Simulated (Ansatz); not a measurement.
A nudged elastic band was laid between two geometries of C2H6Si2 (10 atoms, charge 0, multiplicity 1).

All numbers below come from RKS revPBE-D4/6-31G* in Ansatz.

```
movable images  : 5
climbing image  : from the first iteration
spring          : 5.0 eV/Å²
optimiser       : fire
start path      : IDPP
force threshold : 0.03 eV/Å
iteration limit : 60
end points      : relaxed
```

Initial state:

```xyz
10
Properties=species:S:1:pos:R:3
C -0.922 2.331 -1.033
Si -0.840 0.515 -0.411
Si 0.831 -0.507 0.437
C 0.925 -2.334 1.025
H -1.006 2.367 -2.132
H -1.788 2.850 -0.589
H -0.003 2.859 -0.727
H 1.314 -2.387 2.056
H -0.088 -2.769 1.011
H 1.578 -2.926 0.364
```

Final state:

```xyz
10
Properties=species:S:1:pos:R:3
C -0.912 2.386 -0.910
Si -0.765 0.738 0.066
Si 0.792 -0.717 -0.035
C 0.905 -2.392 0.900
H -1.658 2.302 -1.718
H -1.208 3.204 -0.233
H 0.068 2.633 -1.350
H 0.201 -2.380 1.750
H 0.652 -3.235 0.235
H 1.925 -2.540 1.295
```

What changes between the two ends?

No bond is made or broken. The dihedral Si2–Si3–C4–H10 goes from 111 to -136°.

What energy profile does the band end with?

It converged. The highest image is number 3 of 0 to 6, 0.1 kcal/mol above the ends, which have the same energy within 2 meV. The top lies less than 8 meV above the higher end, about what the thresholds resolve: that end is a shoulder or a very shallow well. Another band between the same ends (5 images) ends at a top of the same energy, where a vibrational analysis finds no clearly imaginary modes.

| image | path coordinate (Å) | energy (kcal/mol) | dihedral Si2–Si3–C4–H10 (°) |
| --- | --- | --- | --- |
| 0 | 0.00 | 0.0 | 111 |
| 1 | 0.43 | 0.0 | 129 |
| 2 | 0.85 | 0.1 | 148 |
| 3 | 1.28 | 0.1 | 168 |
| 4 | 1.70 | 0.1 | -173 |
| 5 | 2.13 | 0.0 | -155 |
| 6 | 2.56 | 0.0 | -136 |

What is the geometry of the highest image?


```xyz
10
Properties=species:S:1:pos:R:3:forces:R:3
C -0.907 2.387 -0.939 0.00 0.01 0.00
Si -0.859 0.642 -0.136 0.00 -0.02 0.00
Si 0.827 -0.631 0.163 -0.01 0.02 -0.01
C 0.894 -2.387 0.938 0.01 -0.01 0.01
H -1.370 2.348 -1.939 0.00 0.00 0.01
H -1.482 3.083 -0.305 0.00 0.00 0.00
H 0.121 2.772 -1.035 0.00 -0.01 0.00
H 0.760 -2.346 2.032 0.00 0.01 -0.01
H 0.129 -3.046 0.495 0.00 0.02 0.00
H 1.887 -2.823 0.726 -0.01 -0.01 0.01
```

The run took 3.9 min on 1 thread of Arm Neoverse V2 (shared host), peak memory 0.26 GiB.
